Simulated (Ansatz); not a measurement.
Reactions of C₂H₉NOSi, SMILES `CN[SiH2]OC`.

Calculated with Ansatz (gas phase, PBE0-D4/def2-TZVP geometries, no zero-point term in ΔE). CCSD(T)/CBS adds triple-zeta CCSD(T) − MP2 to the extrapolated MP2 energy (def2 sets, frozen cores). This one scheme is used for every species. Functionals use def2-TZVPP. No spin–orbit coupling; open shells (•) take unrestricted orbitals. For Ge outer-core shells are correlated without core-valence functions, which leaves a few kJ/mol of doubt a bond. Scalar relativity is left out up to krypton. Each species was taken in one conformer, which may not be the lowest.

```
                                                           reaction  PBE-D4 (kJ/mol)  CCSD/CBS(def2) (kJ/mol)  HF/CBS(def2) (kJ/mol)  CCSD(T)/CBS(def2) (kJ/mol)
  `CN[SiH2]OC` + `N[SiH2][GeH3]` → `CN[SiH2][SiH2]N` + `C[O][GeH3]`              103                      116                    115                         114
                                        `CN[SiH2]OC` → `C[SiH2]NCO`               54                       67                     81                          65
                          `CN[SiH2]OC` + PH₃ → `CO[SiH2]P` + CH₃NH₂               36                       49                     58                          47
                                        `CN[SiH2]OC` → `CCO[SiH2]N`              -49                      -55                    -52                         -54
                          `CN[SiH2]OC` → `[CH3]`• + `CO[SiH2][NH]`•              403                      396                    256                         409
          `CN[SiH2]OC` + `B[SiH2]C=O` → `CN[SiH2]C=O` + `B[SiH2]OC`               26                       18                     13                          19
                                        `CN[SiH2]OC` → `CO[SiH2]CN`               69                       76                     84                          76
`CN[SiH2]OC` + `N[SiH2]S[SiH2]F` → `CO[SiH2]S[SiH2]F` + `CN[SiH2]N`               13                       10                      9                          11
        `CN[SiH2]OC` + `F[SiH](F)S` → `CO[SiH2]S[SiH](F)F` + CH₃NH₂              -11                       -4                      5                          -6
                                      `CN[SiH2]OC` → `COC(N)[SiH3]`              204                      232                    247                         228
```

Largest T1 diagnostic: 0.016, for `B[SiH2]C=O`.
